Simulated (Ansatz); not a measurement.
# An input for AlNH2ClF (SMILES [NH2][Al]([F])[Cl])

AlNH2ClF has 6 atoms, charge 0, and is taken as a singlet. As SMILES, `[NH2][Al]([F])[Cl]`. The coordinates come from a PBE0-D4/def2-TZVP relaxation.

```xyz
6

N    -0.1123    0.9826   -0.0258
Al    0.1525   -0.7391    0.0923
F     1.0418   -1.3455    1.3311
Cl   -0.6411   -2.0494   -1.3136
H     0.2463    1.6615    0.6248
H    -0.6451    1.4260   -0.7549
```

Settings wanted:

```
basis set     : aug-cc-pVDZ
task          : energy
method        : DFT
functional    : SVWN5
dispersion    : none
reference     : RKS
accuracy      : high
start density : atoms
```

Q: Write the Ansatz 0.2.0 input and the command.

A: This one ran through:

in.yaml:
```yaml
crystal:
  periodic: [false, false, false]
  atoms:
    - {symbol: "N", position_ang: [-0.112300, 0.982600, -0.025800]}
    - {symbol: Al, position_ang: [0.152500, -0.739100, 0.092300]}
    - {symbol: F, position_ang: [1.041800, -1.345500, 1.331100]}
    - {symbol: Cl, position_ang: [-0.641100, -2.049400, -1.313600]}
    - {symbol: H, position_ang: [0.246300, 1.661500, 0.624800]}
    - {symbol: H, position_ang: [-0.645100, 1.426000, -0.754900]}
basis:
  gaussian:
    orbitals: aug-cc-pVDZ
accuracy: high
output: {orbitals: {seedname: orbitals}}
hamiltonian:
  xc: {name: SVWN5}
```

```bash
$ ansatz run in.yaml --threads 1 --pin off --max-ram 3480MiB --events-out events.jsonl --progress --plain --runs-dir runs
```

Calculated total energy: -855.01174 Eh.
